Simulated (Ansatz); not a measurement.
`[F][Sn]([F])([F])[GeH3]` + HCl → `[F][Sn]([F])([F])[Cl]` + GeH₄ at 600 K and 1 bar (cleavage of the Sn–Ge bond).

Gas-phase electronic energies from Ansatz, PBE0-D4/def2-TZVP geometries. CCSD(T)/CBS adds triple-zeta CCSD(T) − MP2 to the extrapolated MP2 energy (def2 sets, frozen cores). This one scheme is used for every species. def2 core potentials past Kr. For Ge, Sn outer-core shells are correlated without core-valence functions, which leaves a few kJ/mol of doubt a bond. Scalar relativity is left out up to krypton.

| species | CCSD(T)/CBS energy (Eh) | H − E (kJ/mol) | S (J/(mol·K)) |
| --- | --- | --- | --- |
| `[F][Sn]([F])([F])[GeH3]` | -2591.43115 | 143.6 | 491.4 |
| HCl | -460.38127 | 35.4 | 207.2 |
| `[F][Sn]([F])([F])[Cl]` | -973.31691 | 68.7 | 414.7 |
| GeH₄ | -2078.49493 | 105.8 | 256.4 |

H − E and S are ideal-gas, rigid-rotor, harmonic terms from PBE0-D4/def2-TZVP. 1 Eh = 2625.50 kJ/mol, R = 8.31446 J/(mol·K).

Question: By hand: ΔE, ΔH, ΔS and ΔG.

Answer: ΔE = (-973.31691) + (-2078.49493) − (-2591.43115) − (-460.38127) = 0.00058 Eh = 1.5 kJ/mol. Δ(H − E) = 68.7 + 105.8 − 143.6 − 35.4 = -4.5, so ΔH = -3.0 kJ/mol. ΔS = 414.7 + 256.4 − 491.4 − 207.2 = -27.5 J/(mol·K). ΔG = -3.0 − 600 × (-27.5)/1000 = 13.5 kJ/mol.

Question: By hand: the equilibrium constant, and the temperature at which ΔG would vanish if ΔH and ΔS stayed fixed.

Answer: log₁₀ K = −ΔG/(RT ln 10) = -1.2. ΔG = 0 at ΔH/ΔS = 109 K, though so small a ΔH makes that figure unsure.

TΔS isn't small against ΔH here. A doubt of 5 kJ/mol in ΔE shifts log₁₀ K by 0.4 here. Modes under 60 cm⁻¹, often nearly free rotors, make the harmonic entropy too high. These are equilibria of isolated gas molecules and say nothing of rates. Largest T1 diagnostic: 0.014 (customary marks: 0.02 for closed shells, 0.045 for open ones).
